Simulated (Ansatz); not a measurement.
`[SiH3]C1[SiH2]S1` + `O[SiH3]` → `[SiH3]OC1[SiH2]S1` + SiH₄  (substitution at a C–Si bond)

Calculated with Ansatz (gas phase, PBE0-D4/def2-TZVP geometries, no zero-point term in ΔE). CBS: MP2 limit from def2 TZ/QZ plus the TZ coupled-cluster correction, frozen cores. This one scheme is used for every species. Functionals use def2-TZVPP. Each species was taken in one conformer, which may not be the lowest.

| level | ΔE (kJ/mol) |
| --- | --- |
| PBE-D4 | 90.9 |
| r2SCAN-D4 | 96.6 |
| PBE0-D4 | 98.1 |
| B2PLYP | 98.7 |
| PBE | 91.6 |
| MP2/def2-TZVPP | 110.8 |
| SCS-MP2/def2-QZVPP | 107.9 |
| CCSD/CBS(def2) | 107.4 |

(1) What does CCSD(T)/CBS give? (An estimate is asked.)

Largest T1 diagnostic among the species: 0.014.

Answers

(1) The calculation gave: +106.1 kJ/mol. The listed levels differ from it by -15.2, -9.5, -8.0, -7.4, -14.5, 4.7, 1.8, 1.3 kJ/mol.

From PBE to PBE0 (25 % exact exchange), in def2-TZVPP and without D4, ΔE moves by +7.4 kJ/mol.
